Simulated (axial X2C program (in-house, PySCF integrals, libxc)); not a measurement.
Values are calculated unless marked as measured or tabulated.
LaP: input and output of an EOM-EE-CCSD run

Program: an axial X2C code built on PySCF integrals.

Input and command:
```json
{"zs": [57, 15], "q": 0, "bas": ["dyall-cv3z", "dyall-av3z"], "r0": 2.41, "eom": "ee", "thr": -2.0, "nmax": 88}
```
```bash
python soeom.py task.json out
```

Keys: zs atomic numbers; q charge; bas basis sets; r0 starting distance in Å; eom kind of EOM run; thr threshold in hartree for freezing inner shells (an s shell follows its p shell); nmax most natural virtual spinors.

Output at R = 2.372 Å (near the PBE0 minimum at charge 0 of the determinant lowest at the starting distance; the state shown can have its own minimum elsewhere), reference LaP:

```
two-component X2C + atomic mean field  HF
basis functions 215  fitting functions 1060  grid points 5080
iter        total energy     max residual
   1      -8824.042163786     5.14e+00
   2      -8825.361925964     4.70e+00
   3      -8826.527721622     3.37e+00
   4      -8827.221942745     9.87e-01
   5      -8827.393523017     1.99e-01
   6      -8827.407869831     1.09e-01
   7      -8827.412425375     3.25e-02
   8      -8827.413433759     1.16e-02
   9      -8827.413807648     1.11e-02
  10      -8827.413953542     2.61e-03
  11      -8827.414058219     3.84e-03
  12      -8827.414240969     2.81e-03
  13      -8827.414309805     1.60e-03
  14      -8827.414370569     2.05e-03
  15      -8827.414403571     1.16e-03
  16      -8827.414422246     7.49e-04
  17      -8827.414428958     4.47e-04
  18      -8827.414431200     2.69e-04
  19      -8827.414432103     1.78e-04
  20      -8827.414432575     1.36e-04
  21      -8827.414432784     8.90e-05
  22      -8827.414432861     5.79e-05
  23      -8827.414432887     1.94e-05
  24      -8827.414432894     1.30e-05
  25      -8827.414432896     7.31e-06
  26      -8827.414432897     4.98e-06
  27      -8827.414432898     2.82e-06
  28      -8827.414432898     2.37e-06
  29      -8827.414432898     1.93e-06
converged
one-electron -12421.96190926  Coulomb 3634.81083687  exact exchange -225.35835943  xc functional 0.00000000  nuclear repulsion 190.74473665  atomic mean-field constant -5.64973773
correlated 16  virtual 312  natural virtual 88  E(MP2) -0.438867850  MP2 remainder -0.090043307
iter   CCSD correlation   residual
   1     -0.331017793   2.62e-01
   2     -0.344909336   1.67e-01
   3     -0.348987418   4.00e-02
   4     -0.349644591   1.83e-02
   5     -0.349682241   8.24e-03
   6     -0.349687859   4.97e-03
   7     -0.349682148   3.13e-03
   8     -0.349678517   2.33e-03
   9     -0.349720873   1.74e-03
  10     -0.349695779   1.14e-03
  11     -0.349713790   5.96e-04
  12     -0.349704828   3.04e-04
  13     -0.349704103   1.72e-04
  14     -0.349704209   1.14e-04
  15     -0.349702943   7.23e-05
  16     -0.349703216   4.14e-05
  17     -0.349703377   2.51e-05
  18     -0.349703346   1.72e-05
  19     -0.349703420   1.23e-05
  20     -0.349703335   9.37e-06
  21     -0.349703371   7.22e-06
  22     -0.349703318   5.25e-06
  23     -0.349703320   3.50e-06
(T) -0.021372168  T1 0.0424  D1 0.0728  max T2 0.056
EOM-EE-CCSD roots
2*Omega      energy/Eh   energy/eV  one-particle weight
    0       0.02388134      0.6498      0.925
    0       0.02995401      0.8151      0.915
    0       0.03493045      0.9505      0.926
    0       0.03501871      0.9529      0.925
    0       0.06518000      1.7736      0.919
    2       0.02389259      0.6502      0.925
    2       0.03394930      0.9238      0.925
    2       0.03939951      1.0721      0.919
    2       0.05506146      1.4983      0.918
    4       0.03328379      0.9057      0.926
    4       0.05592871      1.5219      0.918
    4       0.06036375      1.6426      0.914
    6       0.05772086      1.5707      0.918
```
T1 in the output is the amplitude norm over the root of the electron number; divide by √2 for the Lee–Taylor value.

Reference electrons by ω block (each with its −ω partner): 1/2: 24, 3/2: 10, 5/2: 2. Root energies count from the CCSD energy of the reference. The reference has large amplitudes (orbital relaxation or multireference character). All roots sought are printed; those with a small one-particle weight need a further excitation, are placed far too high, and may in truth lie low or lowest. Inner shells are frozen, and levels at this size can be off by some tenths of an eV.
